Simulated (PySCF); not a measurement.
## Electronic structure of C²⁺ (carbon, charge +2) at the B3LYP level

Configuration: [He] 2s2, closed-shell 1S. All numbers are calculated (PySCF 2.14, the spin-free X2C one-electron Hamiltonian (Gaussian nucleus), in x2c-SVPall (3s2p1d, 14 functions)).

```
Total energy                        : -36.4776 hartree
One-electron energy                 : -44.0379 hartree
Hartree (Coulomb) energy            : 11.9680 hartree
Exchange-correlation energy         : -4.4077 hartree
⟨S²⟩                                : 0.0000
⟨L²⟩                                : 0.000
Sum of ⟨r⟩                          : 3.312 bohr
Sum of ⟨r²⟩                         : 4.700 bohr²
Langevin diamagnetic susceptibility : -3.72 ×10⁻⁶ cm³/mol
Time after the integrals            : 0.04 s of wall time on 1 thread of Neoverse-V2 (shared host)
```

```tsv
shell	electrons	mean orbital energy (hartree)	rms radius, mean of both spins (bohr)
1s	2	-11.64640	0.313
2s	2	-1.52667	1.50
```
